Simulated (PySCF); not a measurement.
## A search over the determinants of SrS

Unrestricted PBE0; Sr def2-SVPD with ECP28, S def2-SVPD; scalar-relativistic core potentials (PySCF 2.14). Outer shells of the fragments: Sr 5s2; S 3s2 3p4.

Followed along the bond (rough minima from three points):

```
2Ms+1  unpaired  ⟨S²⟩ at the start  R at minimum (Å)  Te (eV)
    1      none               0.00              2.47     0.00
    3  σ ↑, π ↑               2.00              2.76     0.85
    1  σ ↓, π ↑               1.00              2.76     0.87
    3      σ ↑↑               2.00              2.65     1.37
```

Solutions found at the starting distance of 2.695 Å, counted from the lowest of them; the search is not exhaustive and high or unbound solutions are not listed, so other states can lie among these:

| 2Ms+1 | unpaired | term | E (eV) | ⟨S²⟩ | ⟨Lz²⟩ | μ (D) |
| --- | --- | --- | --- | --- | --- | --- |
| 1 | none | ¹Σ⁺ | 0.00 | 0.00 | 0.00 | -12.16 |
| 3 | σ ↑, π ↑ | ³Π | 0.58 | 2.00 | 1.01 | -4.75 |
| 1 | σ ↓, π ↑ | mixed | 0.60 | 1.00 | 1.01 | -4.74 |
| 3 | σ ↑↑ | ³Σ⁺ | 1.09 | 2.00 | 0.00 | -4.80 |
| 3 | π ↑↑ | mixed | 2.14 | 2.00 | 2.01 | -3.19 |
| 1 | π ↑↓ | mixed | 2.18 | 1.01 | 2.01 | -3.13 |

A term symbol is given only where ⟨S²⟩ and ⟨Lz²⟩ are close to those of a pure state; real π, δ and φ orbitals otherwise mix terms. A positive dipole means Sr(−)S(+).

Task: Compare the gap between the two lowest followed solutions at the starting distance with the gap between their minima.

Result: At PBE0 the second solution (triplet, unpaired electrons σ ↑, π ↑) lies +0.58 eV from the first (singlet, closed shell) at 2.695 Å and +0.85 eV at the minima; the two curves relax by different amounts, since their minima lie near 2.76 and 2.47 Å.

The measured ground state is X ¹Σ+ (Huber and Herzberg, Constants of Diatomic Molecules (1979)).

Counting both spins, an empty level lies below a filled one in some of these solutions, because spin and occupation are held.
